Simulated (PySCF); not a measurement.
A side-by-side comparison of computed properties.

First species: C8H7 (charge +1).
InChI=1S/C8H7/c1-2-8(5-6-8)7-3-4-7/h1,3-4H,5-6H2/q+1

Second species: PF₃.
InChI=1S/F3P/c1-4(2)3

Levels: PBE0/def2-SVPD for HOMO energy, LUMO energy, HOMO–LUMO gap, static isotropic polarisability and electronic spatial extent ⟨r²⟩ about the centre of nuclear charge; TDDFT PBE0/def2-SVPD for lowest singlet excitation; TDA PBE0/def2-SVPD for lowest triplet excitation (Tamm–Dancoff); ΔSCF PBE0/def2-SVPD for vertical ionisation energy. Geometries: PBE0-D3(BJ)/def2-SVP. All species are isolated and taken at one optimised geometry, non-relativistic unless stated. Electronic properties by PySCF.

Dipoles, sizes and rotational constants follow the conformer. The torsions of the flexible species, by atom-mapped SMILES:
- `[CH:1]#[C:2][C:3]1([c:4]2[cH:5][cH+:6]2)[CH2:7][CH2:8]1`: C2–C3–C4–C5 0°

```json
{"property": "HOMO energy", "column X": "-11.60 eV", "column Y": "-9.57 eV"}
{"property": "LUMO energy", "column X": "-6.64 eV", "column Y": "-0.57 eV"}
{"property": "HOMO–LUMO gap", "column X": "4.96 eV", "column Y": "9.00 eV"}
{"property": "lowest singlet excitation", "column X": "4.05 eV", "column Y": "8.05 eV"}
{"property": "lowest triplet excitation (Tamm–Dancoff)", "column X": "3.77 eV", "column Y": "5.78 eV"}
{"property": "static isotropic polarisability", "column X": "80.5 au", "column Y": "25.9 au"}
{"property": "vertical ionisation energy", "column X": "13.65 eV", "column Y": "12.32 eV"}
{"property": "electronic spatial extent ⟨r²⟩ about the centre of nuclear charge", "column X": "905 bohr²", "column Y": "269 bohr²"}
```

Which column belongs to which species?

Column X is the first species and column Y the second. The first has 15 atoms and 54 electrons, the second 4 and 42; their charges are +1 and 0, their HOMO energies -11.60 eV and -9.57 eV.

How does each property change from the first species to the second?

HOMO energy +2.03 eV; LUMO energy +6.07 eV; HOMO–LUMO gap +4.04 eV; lowest singlet excitation +4.00 eV; lowest triplet excitation (Tamm–Dancoff) +2.01 eV; static isotropic polarisability -54.6 au; vertical ionisation energy -1.33 eV; electronic spatial extent ⟨r²⟩ about the centre of nuclear charge -636 bohr².

On the first: The principal polarisabilities are 55.0, 87.6 and 99.1 au; their mean is the isotropic value. The polarisability is 11.94 Å³ as a volume (1 au = 0.148185 Å³), or 1.49 au for each of the 54 electrons.

On the second: The 10 singlets span 8.05 to 10.78 eV, and their oscillator strengths add up to 0.76. The principal polarisabilities are 23.7, 27.0 and 27.0 au; their mean is the isotropic value.
